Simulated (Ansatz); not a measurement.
CuI, charge +1, doublet, at a GFN2-xTB geometry (such geometries of metal compounds can be far from the true shape) (the multiplicity is a formal guess) (all electrons, no relativity); SC-NEVPT2/STO-3G, CASSCF(5,6) in Ansatz (an electronic-structure program).

The Ansatz input:
Ansatz 0.2 input:
```yaml
crystal:
  periodic: [false, false, false]
  atoms:
    - {symbol: Cu, position_ang: [-0.00000000, -0.00000000, -1.60555348]}
    - {symbol: I, position_ang: [0.00000000, 0.00000000, 0.87851039]}
basis:
  gaussian:
    orbitals: STO-3G
total_charge: 1
correlation: {method: sc_nevpt2, electrons: all, active_space: {window: {electrons: 5, orbitals: 6}}}
magnetization: {spin_polarized: false, initial_magnetization: 1}
```

What the program printed (banner, timings and long lists left out):

```
Functional definition: HF
434 factors; integrals over basis functions are off by at most 5.2e-4 eV
mean field evaluation 1: about -230493.7467 eV, gradient 3.9e1 eV
mean field evaluation 2: about -230493.7511 eV, gradient 3.9e1 eV
mean field evaluation 4: about -230495.8334 eV, gradient 2.8e1 eV
mean field evaluation 8: about -230503.0729 eV, gradient 4.0e0 eV
mean field evaluation 16: about -230503.1633 eV, gradient 5.7e-6 eV
mean field evaluation 32: about -230503.2545 eV, gradient 3.4e-6 eV
mean field evaluation 64: about -230497.5355 eV, gradient 2.6e1 eV
mean field evaluation 96: about -230503.1633 eV, gradient 3.1e-3 eV
mean field evaluation 128: about -230503.1607 eV, gradient 4.8e-1 eV
mean field evaluation 160: about -230503.0087 eV, gradient 2.4e0 eV
mean field evaluation 192: about -230503.6656 eV, gradient 1.2e0 eV
mean field evaluation 224: about -230502.9100 eV, gradient 2.6e0 eV
mean field evaluation 256: about -230501.5537 eV, gradient 4.7e-1 eV
mean field evaluation 288: about -230503.2162 eV, gradient 3.1e-5 eV
mean field evaluation 320: about -230501.5554 eV, gradient 3.8e-6 eV
a density is far from that of the atoms, so the factors are made again for it
444 factors; integrals over basis functions are off by at most 2.7e-5 eV
mean field evaluation 352: about -230503.2024 eV, gradient 9.8e-1 eV
mean field evaluation 384: about -230503.8035 eV, gradient 6.1e-4 eV
mean field evaluation 416: about -230503.2120 eV, gradient 5.8e-3 eV
mean field evaluation 448: about -230503.6722 eV, gradient 1.0e0 eV
mean field evaluation 480: about -230503.1637 eV, gradient 1.3e-6 eV
mean field evaluation 512: about -230502.8980 eV, gradient 7.7e-1 eV
mean field evaluation 544: about -230502.9006 eV, gradient 1.1e-6 eV
mean field -230503.80351549 eV, -8470.8585381047 hartree, gradient 3.6e-6 eV, S^2 0.750000; 21 other end points of the search recorded, 0 dependent functions left out
reference -230503.80351549 eV, -8470.8585381047 hartree; 41, 40 occupied and 4, 5 virtual orbitals, 444 factors
state -230508.64314512 eV, -8471.0363912131 hartree
state -230508.64314512 eV, -8471.0363912131 hartree; corrected -230509.30105499 eV, -8471.0605689549 hartree
state -230503.97925876 eV, -8470.8649965508 hartree
state -230503.97925876 eV, -8470.8649965508 hartree; corrected -230504.83724282 eV, -8470.8965268833 hartree
state -230508.64314512 eV, -8471.0363912131 hartree; corrected -230509.30105499 eV, -8471.0605689549 hartree
Total energy: -230509.30105499 eV, -8471.0605689549 hartree
```
